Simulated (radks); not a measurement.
The numbers below are computed, except where a source is named.
Spherical jellium clusters: N electrons in a uniform positive sphere of charge N and radius rs N^(1/3), rs = 4.1 bohr. Level of theory: non-relativistic Kohn-Sham, LDA (Slater exchange, Perdew-Wang correlation), spin-polarised, spherical densities (a radial shooting solver with Libxc functionals). Levels are named by radial order and angular momentum (1s, 1p, 1d, 2s, ...), and open shells are averaged over m.

N = 18, configuration 1s2 1p6 1d10. This is the lowest configuration that the search found. Occupied and some empty levels:

level,occupation,eigenvalue (eV),<r> (bohr)
1s,2,-4.8848,6.436
1p,6,-4.0367,7.880
1d,10,-3.0340,8.857
2s,0,-2.7182,7.416
1f,0,-1.8951,9.737
2p,0,-1.4242,9.302

Energy (eV): total -33.7151, kinetic 29.558, external -972.21, Hartree 480.94, exchange-correlation -64.316, background 492.31. Static polarisability (adiabatic kernel): 1638 bohr^3, against R^3 = 1241 for a classical metal sphere.
